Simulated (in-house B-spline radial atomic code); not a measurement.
# Ionising Ge II (Ge+) with different functionals

Computed with a B-spline radial code for spherical atoms: non-relativistic Hamiltonian, point nucleus, spin-polarised at highest spin, spherical fractional occupations for the functionals, and exact exchange of hybrids averaged over the configuration. The ionisation energy is the difference of two self-consistent energies, [Ar] 3d10 4s2 4p1 → [Ar] 3d10 4s2, without Breit or QED terms; ε is the level of the shell that loses the electron (its least bound occupied spin orbital). There is no spin-orbit coupling in this Hamiltonian.

```csv
method,rung,ΔSCF (eV),-ε(4p) (eV)
PBE0,global hybrid,15.73,12.80
B3LYP,global hybrid,15.83,12.58
TPSSh,global hybrid,15.66,12.15
M06-2X,global hybrid,15.62,14.06
BHandHLYP,global hybrid,15.72,13.74
r2SCAN0,global hybrid,?,?
B97-1,global hybrid,15.58,12.44
HSE06,range-separated hybrid,15.77,12.39
wB97X,range-separated hybrid,15.72,15.01
CAM-B3LYP,range-separated hybrid,?,?
LC-wPBE,range-separated hybrid,15.92,15.59
```

What does CAM-B3LYP give?

ΔSCF 15.90 eV, and -ε(4p) = 14.15 eV.

What does r2SCAN0 give?

ΔSCF 15.76 eV, and -ε(4p) = 12.92 eV.

Among the functionals, which spreads more, the ΔSCF values or the orbital energies?

The orbital energies: ΔSCF values span about 0.34 eV and the orbital energies 3.44 eV; here energy differences depend much less on the functional than eigenvalues do.

How do they compare with the NIST value?

NIST lists 15.935 eV (measured, ground level to ground level). Errors run from -0.36 to -0.02 eV; LC-wPBE is closest (-0.02 eV), but part of that can be cancellation, since the calculations leave out relativity, Breit-QED terms, multiplet and fine-structure energies.
